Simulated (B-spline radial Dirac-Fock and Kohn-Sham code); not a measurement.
Muonic isotope shifts in calcium

Calculated with a radial B-spline solver, using the Dirac equation of a negative muon with reduced mass in the field of a spherical finite nucleus, with the Uehling potential to all orders; nuclear polarisation, deformation, hyperfine structure, self-energy, higher-order vacuum polarisation, relativistic recoil and electron screening are left out. Nuclear charge: Fermi distribution (skin thickness 2.3 fm); radii from Angeli and Marinova (2013). Reference ⁴⁴Ca, radius 3.5179 fm: 2p3/2 → 1s1/2 783.1 keV, 3d5/2 → 2p3/2 156.9 keV.

```csv
A,radius (fm),δ⟨r²⟩ (fm²),shift 2p3/2 → 1s (keV),shift 3d5/2 → 2p3/2 (keV)
39,3.4595,-0.407,+1.57,-0.05
40,3.4776,-0.282,+1.06,-0.04
41,3.478,-0.279,+1.10,-0.03
42,3.5081,-0.069,+0.22,-0.02
43,3.4954,-0.158,+0.65,-0.01
45,3.4944,-0.165,+0.76,+0.01
46,3.4953,-0.158,+0.77,+0.02
47,3.4783,-0.277,+1.33,+0.03
48,3.4771,-0.285,+1.40,+0.03
50,3.5168,-0.008,+0.24,+0.05
```
